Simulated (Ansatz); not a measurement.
Coupled-cluster diagnostics for the cluster Si5H3⁺, Ansatz.

Geometry of the singlet (PBE-D4/def2-SVP):

Cartesian coordinates in Å:
```
Si 0.6965 -1.1635 0.5844
Si -0.9055 0.8996 -2.1300
Si -1.4550 -1.9875 0.1857
Si -1.2344 0.4083 0.1819
Si 1.0458 0.5600 -0.8808
H 1.6218 -1.4663 1.7336
H -2.0163 1.2845 1.1167
H 2.2470 1.4649 -0.7916
```

Correlated methods freeze 25 core orbitals. The structure comes from a short search, and lower isomers may exist.

**Question.** Estimate the CCSD(T) correlation energy, the shares of MP2 and (T), T1 and the reference's ⟨S²⟩ for: charge 1, singlet, own geometry in def2-TZVPP; and the rough time on 4 threads of Arm Neoverse V2 on a shared host.

**Answer.** 
```csv
state,basis,correlation (eV),MP2 share (%),(T) share (%),T1,⟨S²⟩ (pure),wall time,remarks
"charge 1, singlet, own geometry",def2-TZVPP,-17.045,85.1,6.7,0.027,0.00 (0.00),69 s,"large T1, restricted SCF unstable"
```
Customary marks for T1 are 0.02 (closed shells), 0.045 (open shells) and about 0.05 (3d metals). T1 exceeds 0.02 in 1 of 1 rows and 0.045 in 0; the higher it lies, the less the single-reference result can be trusted.
